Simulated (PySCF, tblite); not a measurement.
Rigid-rotor lines calculated for a species of formula C7H11OPSi (commonest isotopes; PBE0/pcSseg-1 in PySCF (dipole) on a GFN2-xTB geometry, gas phase), labelled J(Ka,Kc):

```csv
transition,MHz
"2(0,2) ← 1(0,1)",1182.1
"1(1,0) ← 0(0,0)",2511.9
"1(0,1) ← 0(0,0)",591.2
"2(1,1) ← 1(1,0)",1208.9
"2(1,2) ← 1(1,1)",1155.8
```

**Question.** Find the rotational constants.

**Answer.** 1(0,1) ← 0(0,0) is B + C, 2(1,1) ← 1(1,0) is 3B + C and 2(1,2) ← 1(1,1) is B + 3C, so B − C is half the difference of the last two, 26.6 MHz. 1(1,0) ← 0(0,0) is A + B. A = 2203.1, B = 308.9, C = 282.3 MHz.

**Question.** What moments of inertia, asymmetry and inertial defect follow?

**Answer.** I = 505379 MHz·u·Å² over each constant: Ia = 229.40, Ib = 1636.28, Ic = 1790.07 u·Å²; κ = (2B − A − C)/(A − C) = -0.972 (near-prolate asymmetric top); Δ = Ic − Ia − Ib = -75.60 u·Å².

**Question.** Which dipole components do these lines need?

**Answer.** μa and μc (a-type: ΔKa even, ΔKc odd; c-type: ΔKa odd, ΔKc even). The calculation gives |μa| = 2.09 D, |μb| = 0.06 D, |μc| = 0.98 D.

**Question.** Where do these fall, and of which type are they? 2(1,2) ← 2(0,2); 2(2,1) ← 2(1,1); 4(3,1) ← 3(3,0); 3(1,3) ← 3(0,3); 4(3,2) ← 3(3,1); 3(3,1) ← 3(2,1); 3(3,0) ← 2(2,0); 3(1,2) ← 2(0,2).

**Answer.** 
```json
{"transition": "3(1,3) ← 3(0,3)", "MHz": "1829", "type": "c", "branch": "Q"}
{"transition": "2(1,2) ← 2(0,2)", "MHz": "1868", "type": "c", "branch": "Q"}
{"transition": "4(3,2) ← 3(3,1)", "MHz": "2365", "type": "a", "branch": "R"}
{"transition": "4(3,1) ← 3(3,0)", "MHz": "2365", "type": "a", "branch": "R"}
{"transition": "3(1,2) ← 2(0,2)", "MHz": "3761", "type": "c", "branch": "R"}
{"transition": "2(2,1) ← 2(1,1)", "MHz": "5683", "type": "c", "branch": "Q"}
{"transition": "3(3,1) ← 3(2,1)", "MHz": "9536", "type": "c", "branch": "Q"}
{"transition": "3(3,0) ← 2(2,0)", "MHz": "11311", "type": "c", "branch": "R"}
```

**Question.** Which structure gave them?

**Answer.** `C#CC#CCC[Si@@H](P)OC`, point group C1. Three constants can't fix a structure by themselves; this is the one that was computed:
```
atom  x, y, z in Å
C1     6.152    0.567    0.051
C2     4.997    0.233   -0.021
C3     3.692   -0.139   -0.095
C4     2.538   -0.488   -0.158
C5     1.143   -0.855   -0.226
C6     0.237    0.377   -0.209
Si7   -1.591   -0.115   -0.290
P8    -2.092   -1.535    1.387
O9    -2.373    1.288   -0.058
C10   -3.715    1.461    0.280
H11    7.157    0.855    0.111
H12    0.970   -1.431   -1.141
H13    0.902   -1.498    0.628
H14    0.435    0.954    0.695
H15    0.487    1.020   -1.053
H16   -1.940   -0.679   -1.609
H17   -1.473   -2.637    0.829
H18   -3.326   -1.904    0.876
H19   -3.852    2.492    0.606
H20   -4.356    1.266   -0.583
H21   -4.000    0.785    1.092
```

The values belong to one conformer (point group C1) with, in the numbering `[CH:1]#[C:2][C:3]#[C:4][CH2:5][CH2:6][Si@@H:7]([PH2:8])[O:9][CH3:10]`, C4–C5–C6–Si7 180°, C5–C6–Si7–P8 56°, C6–Si7–P8–H -75° and -168°, C6–Si7–O9–C10 -164°. Its GFN2-xTB frequencies are all real (lowest 20 cm⁻¹). Constants of a rigid frame at the computed geometry: no zero-point averaging, no centrifugal distortion. A rigid rotor knows nothing of internal rotation, which can split or shift real lines.
